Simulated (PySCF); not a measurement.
C4H4BNO, SMILES C([C@H]1B(C=N1)O)#C.

Coordinates come from a PBE0-D3(BJ)/def2-SVP optimisation. The structure was generated by enumeration; whether it is a known compound was not checked. The values are those of a single conformer.

Level of theory: PBE/def2-TZVP run with PySCF.

The molecule is in vacuum.

Estimate the frontier levels, gap, dipole moment and polarisability. (The exact figures need the calculation; the answer reports its results.)


```
Quantity                                                                                                        Value
---------------------------------------------------------------------------------------------  ----------------------
highest occupied level                                                                                       -5.97 eV
lowest empty level                                                                                           -2.69 eV
orbital gap                                                                                                   3.28 eV
dipole moment                                                                                               0.447 e·Å
quadrupole, principal values (traceless, Buckingham form, about the centre of nuclear charge)  -7.47, -0.52, 7.99 D·Å
mean static polarisability                                                                      68.4 bohr³ (10.14 Å³)
polarisability, principal values                                                               48.1, 62.8, 94.3 bohr³
```
